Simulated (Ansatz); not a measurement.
Basis-set series for C₂H₇Ga, SMILES `[CH3][GaH][CH3]`. Total charge 0; spin multiplicity 1. All single points use the PBE0-D4/def2-TZVP geometry.

```
functional       basis  functions  energy (Eh)  HOMO (eV)  LUMO (eV)
   PBE0-D4    def2-SVP         95  -2004.61198      -7.63      -0.90
   PBE0-D4  def2-TZVPP        208  -2004.94975      -7.66      -0.95
   ωB97M-V    def2-SVP         95  -2004.79320      -9.84       0.79
   ωB97M-V  def2-TZVPP        208  -2005.13696      -9.87       0.70
```

(1) Give the rows for def2-QZVPP. (An estimate is asked.)

Answers

(1) Computed: 
```json
{"functional": "PBE0-D4", "basis": "def2-QZVPP", "functions": "413", "energy (Eh)": "-2004.99827", "HOMO (eV)": "-7.67", "LUMO (eV)": "-0.99"}
{"functional": "ωB97M-V", "basis": "def2-QZVPP", "functions": "413", "energy (Eh)": "-2005.18422", "HOMO (eV)": "-9.88", "LUMO (eV)": "0.49"}
```

Positive LUMOs are unbound and depend on the basis. Scalar relativity is left out up to krypton.
